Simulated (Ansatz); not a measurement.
Geometry optimisation, RKS B3LYP-D4/6-31G* (Ansatz).

Input file:

```yaml
crystal:
  periodic: [false, false, false]
  atoms:
    - { symbol: C, position_ang: [-0.3943, -0.9834, 1.3601] }
    - { symbol: B, position_ang: [0.6769, -0.0787, 0.6263] }
    - { symbol: F, position_ang: [1.9996, -0.0941, 1.126] }
    - { symbol: C, position_ang: [0.3871, 0.8723, -0.6143] }
    - { symbol: "N", position_ang: [-0.1476, 0.0475, -1.7531] }
    - { symbol: F, position_ang: [1.4381, 1.5897, -0.9878] }
    - { symbol: H, position_ang: [0.0252, -1.4801, 2.2128] }
    - { symbol: H, position_ang: [-0.8295, -1.6557, 0.6271] }
    - { symbol: H, position_ang: [-1.2445, -0.2515, 1.7551] }
    - { symbol: H, position_ang: [-0.4761, 1.5813, -0.2801] }
    - { symbol: H, position_ang: [-0.2675, 0.6891, -2.539] }
    - { symbol: H, position_ang: [-0.28304, -0.2539, -0.01924] }
basis:
  gaussian: { orbitals: "6-31G*" }
hamiltonian:
  xc: b3lyp
  dispersion: d4
relax:
  f_tol: 0.02
  max_steps: 50
```

Run as:

```bash
$ ansatz run input.yaml --threads 2 --pin off --max-ram 3072MiB --backend cpu --events-out ev --progress --plain --runs-dir out
```

Where does it end, and by what steps?

The run converged. The force dipped under the threshold on the way, but the program's further checks kept it going. After 28 steps the energy has fallen by 6.665 eV; H12 moved furthest, 1.51 Å. Parted: B2–H12. Joined: N5–H12.

| step | energy less start (eV) | largest force component (eV/Å) | accepted |
| --- | --- | --- | --- |
| 0 | 0.0000 | 5.087 | yes |
| 1 | -1.3351 | 3.703 | yes |
| 2 | -2.6007 | 4.512 | yes |
| 3 | -4.0442 | 5.332 | yes |
| 4 | -5.3870 | 3.218 | yes |
| 5 | -6.1279 | 1.268 | yes |
| 6 | -6.4286 | 1.285 | yes |
| 7 | -6.5473 | 0.656 | yes |
| 8 | -6.5957 | 0.614 | yes |
| 9 | -6.6250 | 0.248 | yes |
| 10 | -6.6287 | 0.091 | yes |
| 11 | -6.6311 | 0.121 | yes |
| 12 | -6.6334 | 0.345 | yes |
| 13 | -6.6405 | 0.120 | yes |
| 14 | -6.6501 | 0.159 | yes |
| 15 | -6.6258 | 1.254 | no |
| 16 | -6.6567 | 0.066 | yes |
| 17 | -6.6590 | 0.205 | yes |
| 18 | -6.6615 | 0.085 | yes |
| 19 | -6.6627 | 0.164 | yes |
| 20 | -6.6639 | 0.031 | yes |
| 21 | -6.6638 | 0.080 | no |
| 22 | -6.6644 | 0.019 | yes |
| 23 | -6.6641 | 0.080 | no |
| 24 | -6.6646 | 0.018 | yes |
| 25 | -6.6647 | 0.036 | yes |
| 26 | -6.6648 | 0.035 | yes |
| 27 | -6.6650 | 0.023 | yes |
| 28 | -6.6651 | 0.013 | yes |

```xyz
12
Properties=species:S:1:pos:R:3
C -0.369 -0.900 1.419
B 0.763 -0.057 0.733
F 2.003 -0.134 1.204
C 0.489 0.901 -0.510
N -0.246 0.283 -1.560
F 1.719 1.410 -0.985
H -0.222 -0.978 2.503
H -0.330 -1.932 1.033
H -1.377 -0.525 1.218
H -0.053 1.787 -0.136
H -1.004 0.816 -1.960
H -0.488 -0.690 -1.446
```

Whether the end is a true minimum wasn't checked by a vibrational analysis.

The run took 65 s on 2 threads of Arm Neoverse V2, on a shared host, peak memory 0.22 GiB.
